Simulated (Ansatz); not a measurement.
`N=C[SiH2]CBr` and `N=C[SiH2][SeH]` differ in one atom or group.

Ansatz, PBE0-D4/def2-TZVP geometries, multiplicity 1. Each molecule was computed in one conformer, which needn't be the lowest.

Scalar relativity is left out up to krypton.

```json
{"property": "LUMO energy (PBE/def2-TZVPP) / eV", "`N=C[SiH2]CBr`": "-2.21"}
{"property": "HOMO–LUMO gap (PBE/def2-TZVPP) / eV", "`N=C[SiH2]CBr`": "3.88"}
{"property": "HOMO energy (PBE0/def2-TZVPP) / eV", "`N=C[SiH2]CBr`": "-7.52"}
{"property": "HOMO energy (ωB97M-V/def2-TZVPP) / eV", "`N=C[SiH2]CBr`": "-9.81"}
{"property": "LUMO energy (ωB97M-V/def2-TZVPP) / eV", "`N=C[SiH2]CBr`": "1.06"}
{"property": "HOMO energy (PBE/def2-TZVPP) / eV", "`N=C[SiH2]CBr`": "-6.09"}
```

(1) Give the same properties after the change, and the shifts. (An estimate is asked.)

Results:

(1) Computed: 
```tsv
property	`N=C[SiH2][SeH]`	shift
LUMO energy (PBE/def2-TZVPP) / eV	-2.31	-0.10
HOMO–LUMO gap (PBE/def2-TZVPP) / eV	3.59	-0.29
HOMO energy (PBE0/def2-TZVPP) / eV	-7.10	0.42
HOMO energy (ωB97M-V/def2-TZVPP) / eV	-9.26	0.55
LUMO energy (ωB97M-V/def2-TZVPP) / eV	0.85	-0.21
HOMO energy (PBE/def2-TZVPP) / eV	-5.90	0.19
```

With PBE0 the HOMO rises by 0.42 eV and the LUMO falls by 0.16 eV, so the gap narrows by about 0.58 eV. PBE moves the HOMO by 0.19 eV and ωB97M-V by 0.55 eV.

Spin–orbit coupling is left out; it splits and shifts lone-pair levels of the heavy atoms by tenths of an eV.
